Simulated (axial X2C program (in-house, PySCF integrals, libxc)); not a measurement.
Correcting the dissociation energy of YH for spin–orbit coupling

A spin-free CCSD(T) curve (one-electron X2C) was computed with an in-house all-electron X2C program for linear molecules (integrals from PySCF), basis Y dyall-cv3z [11s12p9d6f3g], H dyall-v3z [6s2p1d] (cores contracted in-house), for the state M_S = 0, Λ = 0 (closed shell). It gives D0 = 2.937 eV to Y + H, which in a spin-free picture are the weighted means of the ground terms.

Correlated methods: 12 electrons correlated (number of frozen shells: Y 3 s, 2 p, 1 d; H none), 242 virtual spin orbitals or spinors in MP2, 88 natural virtuals in coupled cluster.

Measured levels of the ground terms (NIST Handbook of Basic Atomic Spectroscopic Data), in cm⁻¹: Y 2D: J = 3/2 at 0, J = 5/2 at 530.4; H 2S: J = 1/2 at 0.

The molecular state has Λ = 0, so it has no first-order lowering.

(1) How far does each ground level lie under the (2J+1)-weighted mean of its term?

(2) Correct D0.

Second-order spin–orbit effects in the molecule, which grow quickly with Z, are left out. Occupations by symmetry block were frozen at the best pattern of an incomplete PBE0 search. De is counted from the lowest determinant-based energies of the atoms at the same level, without counterpoise correction. CCSD and (T) use frozen natural virtuals with an MP2 correction for the truncation; (T) itself is uncorrected, so its De runs slightly low. PBE0 can misorder states that lie within some tenths of an eV, so this need not be the ground state of the molecule. The nearest other spin-free determinant of the search, M_S = 1, Λ = 2, lies 0.49 eV up at the distance of the search.

Results:

(1) Y: (4 × 0 + 6 × 530.4)/10 = 318 cm⁻¹; H: a single level, 0.

(2) D0 = 2.937 + (0 − 318)/8065.5 = 2.898 eV at CCSD(T) with these spin–orbit terms.
